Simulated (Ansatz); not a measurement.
`B[Se][SiH2]Cl` + `[CH3][AlH][O][SiH2]C` → `[BH2][AlH][O][SiH2]C` + `C[Se][SiH2]Cl`  (redistribution)

Computed with Ansatz on PBE0-D4/def2-TZVP structures; ΔE is electronic, products minus reactants. CCSD(T)/CBS adds triple-zeta CCSD(T) − MP2 to the extrapolated MP2 energy (def2 sets, frozen cores). DFT in def2-TZVPP. For Se outer-core shells are correlated without core-valence functions, which leaves a few kJ/mol of doubt a bond. Scalar relativity is left out up to krypton. Each species was taken in one conformer, which may not be the lowest.

Question: Is it downhill or uphill in electronic energy at CCSD(T)/CBS, and by how much? (Estimate.)

Answer: Computed: Uphill: ΔE = +169.0 kJ/mol.

Question: What do these levels give: r2SCAN-D4, ωB97X-V, PBE, r2SCAN, MP2/def2-QZVPP, SCS-MP2/def2-QZVPP? (An estimate is asked.)

Answer: Computed: r2SCAN-D4 175.0, ωB97X-V 161.9, PBE 167.6, r2SCAN 174.7, MP2/def2-QZVPP 177.6, SCS-MP2/def2-QZVPP 168.2 kJ/mol.

Largest T1 diagnostic among the species: 0.012.

In def2-TZVPP, CCSD(T) changes the Hartree–Fock value by +13.7 kJ/mol (the triples alone add +3.3 kJ/mol) and MP2 by +23.2 kJ/mol.
